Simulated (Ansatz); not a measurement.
Two isomers of F2H6N2OSi2: A = `N[SiH2]O[Si](N)(F)F`, B = `N[SiH](O)[Si](N)(F)F`.

Calculated with Ansatz (gas phase, PBE0-D4/def2-TZVP geometries, no zero-point term in ΔE). CCSD(T)/CBS is the MP2 limit (def2-TZVPP, def2-QZVPP) plus CCSD(T) − MP2 in def2-TZVPP, frozen cores. DFT in def2-TZVPP. B3LYP here is the variant with VWN-RPA as its local correlation; programs differ in this. Each species was taken in one conformer, which may not be the lowest.

Question: Which isomer does CCSD(T)/CBS put lower? Give the gap. (Estimate.)

Answer: Computed: A, by 158.6 kJ/mol.

Question: Give E(B) − E(A) in kJ/mol with B3LYP, PBE0-D4, HF/def2-TZVPP, PBE-D4, ωB97M-V, B2PLYP, CCSD(T)/def2-TZVPP. (Best estimate.)

Answer: Ansatz gave: B3LYP 151.7, PBE0-D4 140.5, HF/def2-TZVPP 187.3, PBE-D4 124.8, ωB97M-V 158.0, B2PLYP 158.3, CCSD(T)/def2-TZVPP 160.3. None reverses the order clearly.

Largest T1 diagnostic: 0.012.

In def2-TZVPP, CCSD(T) changes the Hartree–Fock value by −27.0 kJ/mol (the triples alone add −4.4 kJ/mol) and MP2 by −22.7 kJ/mol. From PBE to PBE0 (25 % exact exchange), in def2-TZVPP and without D4, E(B) − E(A) moves by +15.9 kJ/mol.
